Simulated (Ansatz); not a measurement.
`F[SiH](Cl)[S][GeH3]` + `C[SiH3]` → `C[SiH2][SiH](F)Cl` + `[SH][GeH3]`  (formal exchange of groups at the Si–S bond)

Gas-phase electronic energies from Ansatz, PBE0-D4/def2-TZVP geometries. CBS: MP2 limit from def2 TZ/QZ plus the TZ coupled-cluster correction, frozen cores. This one scheme is used for every species. DFT in def2-TZVPP. B3LYP here is the variant with VWN-RPA as its local correlation; programs differ in this. For Ge outer-core shells are correlated without core-valence functions, which leaves a few kJ/mol of doubt a bond. Scalar relativity is left out up to krypton. Each species was taken in one conformer, which may not be the lowest.

```tsv
level	ΔE (eV)
PBE0	0.71
B3LYP	0.70
```

(1) What does CCSD(T)/CBS give? (An estimate is asked.)

Largest T1 diagnostic among the species: 0.011.

Answers

(1) The calculation gave: +0.82 eV. The listed levels differ from it by -0.11, -0.12 eV.

From PBE to PBE0 (25 % exact exchange), in def2-TZVPP and without D4, ΔE moves by +0.05 eV. The D4 term adds +0.06 eV with B3LYP and +0.03 eV with PBE0; it sums over pairs of atoms, weighted by their polarisabilities, and B3LYP, whose exchange is more repulsive, gets the larger term.
